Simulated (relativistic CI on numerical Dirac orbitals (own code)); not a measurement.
Calculated levels, Tm⁴⁵⁺

Method of calculation: Dirac-Coulomb-Breit CI, orbitals from a KLI potential per configuration, model QED (radiative potential, 1s self-energy scaled to tabulated hydrogen-like ionisation energies), unscaled Slater integrals (own radial code, finite nucleus).

Configurations in the expansion (outside the closed core [Ne]): 3s2 3p6 3d6, 3s2 3p5 3d7, 3s2 3p4 3d8, 3s 3p6 3d7, 3p6 3d8, 3s 3p5 3d8, 3s2 3p6 3d5 4s, 3s2 3p6 3d5 4p, 3s2 3p4 3d7 4s, 3s2 3p6 3d5 4d, 3s2 3p5 3d6 4s, 3s2 3p6 3d5 4f, 3s2 3p6 3d4 4s2, 3s 3p6 3d6 4s, 3p6 3d7 4s, 3p6 3d7 4p. Levels of other configurations are missing.

The lowest level is 3s2 3p6 3d6 3F_4, with 40 % of that term; Hund's rules for 3s2 3p6 3d6 give 5D with J = 4, of which the calculation keeps J, while another term leads.

```csv
No.,Configuration,Term,J,E (Ry),%,Next component (%),Landé g,jj configuration (%)
1,3s2 3p6 3d6,3F,4,0.0000,40,34 5D,1.259,3d5/2^2 (96)
2,3s2 3p6 3d6,3P,2,0.5039,41,20 3D,1.286,3d5/2^2 (96)
3,3s2 3p6 3d6,3P,0,1.6086,50,31 1S,,3d5/2^2 (87)
4,3s2 3p6 3d6,5D,3,3.1762,66,22 3F,1.359,3d3/2^3 3d5/2^3 (96)
5,3s2 3p6 3d6,5D,4,3.3326,43,23 3H,1.169,3d3/2^3 3d5/2^3 (95)
6,3s2 3p6 3d6,5D,1,3.4882,51,31 3P,1.311,3d3/2^3 3d5/2^3 (96)
7,3s2 3p6 3d6,3G,5,3.8860,60,40 3H,1.125,3d3/2^3 3d5/2^3 (100)
8,3s2 3p6 3d6,3H,6,3.8940,68,32 1I,1.104,3d3/2^3 3d5/2^3 (99)
9,3s2 3p6 3d6,3F,2,4.3076,48,24 1D,0.966,3d3/2^3 3d5/2^3 (95)
10,3s2 3p6 3d6,3D,3,4.4060,30,27 3G,1.058,3d3/2^3 3d5/2^3 (97)
11,3s2 3p6 3d6,3P,0,5.0941,73,22 1S,,3d3/2^3 3d5/2^3 (84)
12,3s2 3p6 3d6,1G,4,5.3081,40,32 3G,1.044,3d3/2^3 3d5/2^3 (94)
13,3s2 3p6 3d6,3D,2,5.3093,36,22 3F,1.112,3d3/2^3 3d5/2^3 (87)
14,3s2 3p6 3d6,3P,1,5.3554,59,34 3D,1.146,3d3/2^3 3d5/2^3 (95)
15,3s2 3p6 3d6,3F,3,5.5301,54,39 1F,1.058,3d3/2^3 3d5/2^3 (99)
16,3s2 3p6 3d6,5D,2,6.7661,60,29 3P,1.440,3d3/2^2 3d5/2^4 (95)
17,3s2 3p6 3d6,5D,0,6.9771,62,38 1S,,3d3/2^2 3d5/2^4 (96)
18,3s2 3p6 3d6,3H,4,7.2169,42,38 3F,1.091,3d3/2^2 3d5/2^4 (98)
19,3s2 3p6 3d6,5D,3,7.4607,27,26 3D,1.203,3d3/2^2 3d5/2^4 (92)
20,3s2 3p6 3d6,3H,5,7.5106,60,40 3G,1.090,3d3/2^2 3d5/2^4 (100)
21,3s2 3p6 3d6,1I,6,7.7628,68,32 3H,1.043,3d3/2^2 3d5/2^4 (99)
22,3s2 3p6 3d6,3G,3,7.9394,44,41 3F,0.956,3d3/2^2 3d5/2^4 (98)
23,3s2 3p6 3d6,3D,1,8.1630,47,47 3P,1.015,3d3/2^2 3d5/2^4 (93)
24,3s2 3p6 3d6,1G,4,8.3014,53,27 3G,1.048,3d3/2^2 3d5/2^4 (95)
25,3s2 3p6 3d6,3F,2,8.3609,34,33 3P,1.048,3d3/2^2 3d5/2^4 (94)
26,3s2 3p6 3d6,3F,2,9.1123,70,16 3P,0.856,3d3/2^2 3d5/2^4 (97)
27,3s2 3p6 3d6,3F,4,9.4267,62,31 1G,1.151,3d3/2^2 3d5/2^4 (96)
28,3s2 3p6 3d6,1D,2,10.6878,82,8 3P,1.018,3d3/2^2 3d5/2^4 (95)
29,3s2 3p6 3d6,3P,1,10.7657,63,37 5D,1.492,3d3/2 3d5/2^5 (98)
30,3s2 3p6 3d6,1G,4,11.6735,41,21 3F,1.022,3d3/2 3d5/2^5 (95)
31,3s2 3p6 3d6,1S,0,11.7888,79,19 3P,,3d3/2^2 3d5/2^4 (90)
32,3s2 3p6 3d6,3P,2,12.0751,36,25 1D,1.198,3d3/2 3d5/2^5 (95)
33,3s2 3p6 3d6,3F,3,12.2216,39,26 1F,1.059,3d3/2 3d5/2^5 (96)
34,3s2 3p6 3d6,3P,0,15.2632,57,30 1S,,3d5/2^6 (93)
35,3s2 3p5 3d7,5G°,6,24.7334,70,27 3H°,1.270,3p3/2^3 3d5/2^3 (94)
36,3s2 3p5 3d7,3P°,0,25.4823,58,36 1S°,,3p3/2^3 3d5/2^3 (98)
37,3s2 3p5 3d7,3G°,5,25.5317,45,38 5F°,1.234,3p3/2^3 3d5/2^3 (98)
38,3s2 3p5 3d7,3D°,3,25.5485,57,16 3F°,1.257,3p3/2^3 3d5/2^3 (96)
39,3s2 3p5 3d7,3F°,4,26.3944,54,26 5D°,1.276,3p3/2^3 3d5/2^3 (91)
40,3s2 3p5 3d7,3P°,2,26.4219,34,30 1D°,1.253,3p3/2^3 3d5/2^3 (94)
41,3s2 3p5 3d7,3P°,2,27.3618,34,25 3D°,1.228,3p3/2^3 3d5/2^3 (94)
42,3s2 3p5 3d7,3D°,3,27.7630,46,14 1F°,1.203,3p3/2^3 3d5/2^3 (92)
43,3s2 3p5 3d7,3F°,4,27.7854,35,27 5D°,1.248,3p3/2^3 3d5/2^3 (88)
44,3s2 3p5 3d7,5G°,5,28.4189,68,13 5F°,1.245,3p3/2^3 3d3/2^3 3d5/2^4 (96)
45,3s2 3p5 3d7,3D°,3,28.5540,35,29 5P°,1.362,3p3/2^3 3d5/2^3 (86)
46,3s2 3p5 3d7,3D°,1,28.6120,29,23 1P°,1.069,3p3/2^3 3d5/2^3 (87)
47,3s2 3p5 3d7,3H°,6,28.9018,52,25 5G°,1.166,3p3/2^3 3d3/2^3 3d5/2^4 (94)
48,3s2 3p5 3d7,5D°,4,29.1382,33,24 5F°,1.295,3p3/2^3 3d3/2^3 3d5/2^4 (93)
49,3s2 3p5 3d7,3P°,1,29.2152,35,23 1P°,1.212,3p3/2^3 3d5/2^3 (72)
50,3s2 3p5 3d7,3D°,2,29.3828,43,21 5D°,1.293,3p3/2^3 3d3/2^3 3d5/2^4 (97)
51,3s2 3p5 3d7,3F°,3,29.3839,23,18 5D°,1.133,3p3/2^3 3d3/2^3 3d5/2^4 (96)
52,3s2 3p5 3d7,3G°,4,29.5907,40,27 5D°,1.183,3p3/2^3 3d3/2^3 3d5/2^4 (96)
53,3s2 3p5 3d7,3P°,1,29.7009,56,15 3S°,1.600,3p3/2^3 3d3/2^3 3d5/2^4 (87)
54,3s2 3p5 3d7,3I°,7,29.9198,100,,1.133,3p3/2^3 3d3/2^3 3d5/2^4 (100)
55,3s2 3p5 3d7,3F°,2,29.9329,26,24 5S°,1.231,3p3/2^3 3d3/2^3 3d5/2^4 (97)
56,3s2 3p5 3d7,3H°,5,30.2404,49,28 3G°,1.118,3p3/2^3 3d3/2^3 3d5/2^4 (96)
57,3s2 3p5 3d7,3F°,4,30.3217,26,19 5F°,1.147,3p3/2^3 3d3/2^3 3d5/2^4 (90)
58,3s2 3p5 3d7,3F°,3,30.4431,38,17 3D°,1.174,3p3/2^3 3d3/2^3 3d5/2^4 (94)
59,3s2 3p5 3d7,3D°,3,30.4869,28,21 5D°,1.267,3p3/2^3 3d3/2^3 3d5/2^4 (89)
60,3s2 3p5 3d7,1H°,5,30.6168,40,35 3G°,1.083,3p3/2^3 3d3/2^3 3d5/2^4 (96)
61,3s2 3p5 3d7,1G°,4,30.7370,47,32 3G°,1.056,3p3/2^3 3d3/2^3 3d5/2^4 (93)
62,3s2 3p5 3d7,3H°,6,31.0266,67,30 1I°,1.110,3p3/2^3 3d3/2^3 3d5/2^4 (96)
63,3s2 3p5 3d7,3F°,2,31.0733,32,21 1D°,1.021,3p3/2^3 3d3/2^3 3d5/2^4 (91)
64,3s2 3p5 3d7,3D°,1,31.1427,52,14 5F°,0.764,3p3/2^3 3d3/2^3 3d5/2^4 (82)
65,3s2 3p5 3d7,5D°,0,31.5253,58,37 3P°,,3p3/2^3 3d3/2^3 3d5/2^4 (81)
66,3s2 3p5 3d7,3D°,2,31.5861,31,17 5F°,1.205,3p3/2^3 3d3/2^3 3d5/2^4 (87)
67,3s2 3p5 3d7,5D°,2,31.8339,29,19 1D°,1.266,3p3/2^3 3d3/2^3 3d5/2^4 (89)
68,3s2 3p5 3d7,3F°,3,31.9048,27,26 3G°,1.104,3p3/2^3 3d3/2^3 3d5/2^4 (89)
69,3s2 3p5 3d7,3G°,5,32.2898,46,28 3H°,1.118,3p3/2^3 3d3/2^3 3d5/2^4 (90)
70,3s2 3p5 3d7,3F°,3,32.3266,28,19 5P°,1.195,3p3/2^3 3d3/2^3 3d5/2^4 (80)
```

Energies count from the lowest computed level; ° marks odd parity. Filled j subshells are mostly left out of the jj labels.

The mean weight of the leading LS term, summed over parents, in these 70 levels is 48 %, and that of the leading jj configuration (from the same eigenvectors) 93 %, so jj coupling describes them better and the LS labels are nominal.

At this charge energies of transitions that change n are usually good to better than 1 %, and those within a shell (Δn = 0) to a few per cent.

LS names give the leading component of a level, which can be under half, so a name can repeat, a term be missing and a line seem to break the LS rules.
